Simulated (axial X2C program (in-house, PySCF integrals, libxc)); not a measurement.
## Spin–orbit effects down a group: molecules with S (ions), PBE0

Computed with an in-house all-electron X2C program for linear molecules (integrals from PySCF), spin-free (one-electron X2C) or two-component (2c: spin–orbit coupling with atomic mean-field Coulomb and Gaunt terms, which also bring small scalar terms), in Dyall basis sets with cores contracted in-house; open shells are unrestricted.

Basis sets: As dyall-cv3z, N dyall-av3z, P dyall-v3z, S dyall-av3z.

```json
{"molecule": "SN⁺", "spin-free state": "M_S = 0, Λ = 0", "Re (Å)": "1.428", "ωe (cm⁻¹)": "1531.7", "De (eV)": "6.01", "2c state": "Ω = 0", "Re 2c (Å)": "1.428", "ωe 2c (cm⁻¹)": "1531.6", "De 2c (eV)": "6.02"}
{"molecule": "PS⁺", "spin-free state": "M_S = 0, Λ = 0", "Re (Å)": "1.826", "ωe (cm⁻¹)": "887.6", "De (eV)": "6.67", "2c state": "Ω = 0", "Re 2c (Å)": "1.826", "ωe 2c (cm⁻¹)": "887.3", "De 2c (eV)": "6.67"}
{"molecule": "AsS⁺", "spin-free state": "M_S = 0, Λ = 0", "Re (Å)": "1.935", "ωe (cm⁻¹)": "685.1", "De (eV)": "5.90", "2c state": "Ω = 0", "Re 2c (Å)": "1.935", "ωe 2c (cm⁻¹)": "684.3", "De 2c (eV)": "n/a"}
```

(1) Work out the shifts from the spin-free to the two-component result.

Fragments in 2c: S+ + N, S+ + P, As+ + S. Each entry is the lowest single determinant of a limited PBE0 search at one distance. De goes to single-determinant-based atoms at the same level (for ions the charge split of lowest energy) and is withheld (n/a) where an atom does not fit its ground term or J level. Main or longest-lived isotopes. The functionals have no current term, which raises determinants with orbital currents.

Results:

(1) 

```csv
molecule,2c state,ΔRe (Å),Δωe (cm⁻¹),ΔDe (eV)
SN⁺,Ω = 0,0.000,-0.1,0.01
PS⁺,Ω = 0,0.000,-0.3,0.00
AsS⁺,Ω = 0,0.000,-0.8,n/a
```

Shifts of one unit in the last digit are rounding.
